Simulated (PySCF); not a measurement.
Radial density of Bi (bismuth, neutral)

r2SCAN, [Xe] 4f14 5d10 6s2 6p2 7s1, 7s spin antiparallel (an excited configuration). Computed with PySCF 2.14 in aug-cc-pV5Z-PP with ECP60MDF (8s8p6d4f3g2h, 139 functions), with scalar relativity through the core potential. This is the valence pseudo-density: the core potential removes the inner electrons and smooths the orbitals near the nucleus.

```tsv
r (bohr)	4πr²ρ (e/bohr)	4πr²(ρα − ρβ)
0.00793	1.714e-05	0.0000
0.0133	3.819e-05	0.0000
0.0224	7.276e-05	0.0000
0.0377	0.0001147	0.0000
0.0635	0.0001700	0.0000
0.107	0.0005363	0.0000
0.180	0.005561	0.0001
0.302	0.1430	0.0013
0.508	4.659	0.0470
0.855	21.76	0.1057
1.44	9.779	0.1122
2.42	2.441	0.9474
4.07	0.4645	0.1732
6.84	0.1935	-0.1775
11.5	0.01137	-0.0114
```

Energies and moments cover only the electrons outside the core potential. Spin-orbit coupling is strong in this species (close to jj coupling), so the high-spin LS determinant is a model state, not a physical level. The outer electron is Rydberg-like, and this basis confines it to a smaller radius and binds it less than a complete one would. With the s spin flipped the determinant is a mixture of two multiplicities, not a spectroscopic state.
